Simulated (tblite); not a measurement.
C7H12FN.
Geometry (GFN2-xTB, Å), atoms numbered from 1 in this order:
```xyz
21
C7H12FN angstrom
C     -1.841   -2.047    0.521
C     -1.213   -0.941    0.121
C     -1.958    0.346   -0.110
C     -1.780    1.309    1.064
C      0.233   -0.936   -0.073
F      0.832   -2.123    0.227
C      1.004    0.059   -0.506
C      2.489   -0.022   -0.674
N      3.088    1.244   -0.269
H     -2.907   -2.063    0.671
H     -1.315   -2.966    0.712
H     -1.616    0.819   -1.031
H     -3.019    0.119   -0.224
H     -2.334    2.227    0.885
H     -2.150    0.854    1.980
H     -0.731    1.557    1.206
H      0.573    1.012   -0.758
H      2.717   -0.160   -1.738
H      2.882   -0.895   -0.131
H      4.085    1.235   -0.447
H      2.953    1.390    0.727
```

Level: GFN2-xTB in tblite, geometry and Hessian alike; calculated harmonic values, unscaled, isolated species. Errors from tens to a few hundred cm⁻¹ against measured bands are possible. One conformer, not necessarily the lowest.

Harmonic wavenumbers (cm⁻¹): 33.7, 53.1, 87.0, 131.3, 162.2, 199.5, 222.1, 272.1, 298.7, 352.2, 393.0, 438.8, 494.0, 544.0, 639.6, 716.8, 779.2, 813.3, 837.7, 887.9, 896.3, 916.1, 968.2, 1019.8, 1044.6, 1072.8, 1086.6, 1113.0, 1121.9, 1144.4, 1220.6, 1234.9, 1269.9, 1307.9, 1326.5, 1357.6, 1409.3, 1414.9, 1463.6, 1490.7, 1497.0, 1506.5, 1565.2, 1667.0, 1685.7, 2853.0, 2917.6, 2982.3, 2996.1, 3036.4, 3040.1, 3048.8, 3113.7, 3130.2, 3141.6, 3390.0, 3423.3.

A = 2258, B = 1013, C = 749.4 MHz; mass 129.095 u (most abundant isotopes); point group C1, symmetry number 1.

Question: Zero-point energy?

Answer: ½Σν̃ = 38615 cm⁻¹ = 110.41 kcal/mol.

Question: Give the ideal-gas entropy at 298.15 K and 1 bar in the rigid-rotor, harmonic-oscillator model (classical rotation).

Answer: Translation 40.51, rotation 29.62, vibration 33.31: S = 103.4 cal/(mol K).

Question: And Cp and H(298.15 K) − H(0)?

Answer: Cp = 40.80 cal/(mol K), of which vibrations give 32.85 (their classical limit is 57 R = 113.3); H(298.15 K) − H(0) = 7.44 kcal/mol without the zero-point energy, 5.07 from vibrations.

Question: Which modes carry the vibrational entropy at 298.15 K?

Answer: 33.7 cm⁻¹: 5.60; 53.1 cm⁻¹: 4.70; 87.0 cm⁻¹: 3.73; 131.3 cm⁻¹: 2.93; 162.2 cm⁻¹: 2.52; 199.5 cm⁻¹: 2.14 cal/(mol K); the other 51 give 11.70 together.

Question: How do the functions run with temperature in this model?

Answer: 
```tsv
T (K)	S (cal/(mol K))	Cp (cal/(mol K))	H − H(0) (kcal/mol)	G − H(0) (kcal/mol)	ln q(vib)
100	72.1	20.3	1.40	-5.81	2.33
200	89.4	30.4	3.95	-13.93	5.36
300	103.7	41.0	7.51	-23.60	8.27
500	129.5	61.0	17.79	-46.96	13.91
800	162.9	80.8	39.32	-90.98	21.99
1000	181.9	89.5	56.39	-125.49	27.02
```

q(vib) and H(0) count from the zero-point level.

Question: Blend soft modes into free rotors: weight 1/[1 + (100 cm⁻¹/ν̃)⁴] for the oscillator and the rest for a rotor with moment μB/(μ + B), μ = h/(8π²ν), B = 10⁻⁴⁴ kg m². What vibrational entropy results?

Answer: 30.00 cal/(mol K) in place of 33.31, which changes −T·S at 298.15 K by +0.99 kcal/mol.

Hindered rotation and anharmonicity are outside this model. Other conformers, if any are populated, would add a mixing term that is left out. The structure is chiral; the term R ln 2 for an equal mix with its mirror image is left out.

Time: 1.1 s wall. Hardware: an Intel Xeon at 2.70 GHz with one thread, shared host. This covers the Hessian and the dipole derivatives.
